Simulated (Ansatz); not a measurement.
`FCC(F)(C(F)(F)F)C(F)(F)F` → `FCC(F)(F)C(F)(F)C(F)(F)F`  (isomerisation)

Isolated molecules relaxed with PBE0-D4/def2-TZVP in Ansatz; ΔE leaves out vibrations. CBS: MP2 limit from def2 TZ/QZ plus the TZ coupled-cluster correction, frozen cores. DFT in def2-TZVPP. B3LYP here is the variant with VWN-RPA as its local correlation; programs differ in this. HSE06 is defined as in plane-wave codes. Each species was taken in one conformer, which may not be the lowest.

| level | ΔE (kJ/mol) | difference from CCSD(T)/CBS |
| --- | --- | --- |
| LDA (SPW92) | 28.0 | 3.9 |
| PBE-D4 | 22.3 | -1.8 |
| BLYP-D4 | 19.3 | -4.8 |
| r2SCAN-D4 | 25.2 | 1.1 |
| B97M-V | 25.9 | 1.8 |
| PBE0-D4 | 24.2 | 0.1 |
| B3LYP-D4 | 21.1 | -3.0 |
| r2SCANh-D4 | 25.6 | 1.5 |
| r2SCAN0-D4 | 26.3 | 2.2 |
| HSE06-D4 | 24.1 | 0.0 |
| BHLYP-D4 | 22.9 | -1.2 |
| CAM-B3LYP-D4 | 22.4 | -1.7 |
| ωB97X-V | 23.9 | -0.2 |
| ωB97M-V | 25.3 | 1.2 |
| B2PLYP | 21.8 | -2.3 |
| PBE-QIDH | 26.4 | 2.3 |
| PBE | 20.4 | -3.7 |
| revPBE | 17.2 | -6.9 |
| BLYP | 15.3 | -8.8 |
| PBE0 | 22.6 | -1.5 |
| B3LYP | 18.0 | -6.1 |
| r2SCANh | 25.1 | 1.0 |
| r2SCAN0 | 25.8 | 1.7 |
| HSE06 | 22.6 | -1.5 |
| BHLYP | 20.7 | -3.4 |
| RPA@PBE/def2-TZVPP | 24.1 | 0.0 |
| HF/def2-SVP | 24.6 | 0.5 |
| MP2/def2-SVP | 34.7 | 10.6 |
| CCSD/def2-SVP | 31.1 | 7.0 |
| CCSD(T)/def2-SVP | 32.3 | 8.2 |
| HF/def2-TZVPP | 19.6 | -4.5 |
| MP2/def2-TZVPP | 28.2 | 4.1 |
| SCS-MP2/def2-TZVPP | 25.0 | 0.9 |
| CCSD/def2-TZVPP | 25.1 | 1.0 |
| CCSD(T)/def2-TZVPP | 26.2 | 2.1 |
| HF/def2-QZVPP | 19.4 | -4.7 |
| SCS-MP2/def2-QZVPP | 23.8 | -0.3 |
| HF/CBS(def2) | 19.4 | -4.7 |
| MP2/CBS(def2) | 26.1 | 2.0 |
| CCSD/CBS(def2) | 23.0 | -1.1 |
| CCSD(T)/CBS | 24.1 | 0 |

Largest T1 diagnostic among the species: 0.012.

In def2-TZVPP, CCSD(T) changes the Hartree–Fock value by +6.6 kJ/mol (the triples alone add +1.0 kJ/mol) and MP2 by +8.6 kJ/mol. Leaving LDA and LC-ωPBE aside and taking each functional with its dispersion term where it has one, the values spread over 7.1 kJ/mol, from BLYP-D4 to PBE-QIDH. LDA lies +7.7 kJ/mol from PBE without D4.

CCSD(T)/CBS has its own doubt, a few kJ/mol and more with outer-core shells, so smaller differences from it don't rank the levels.
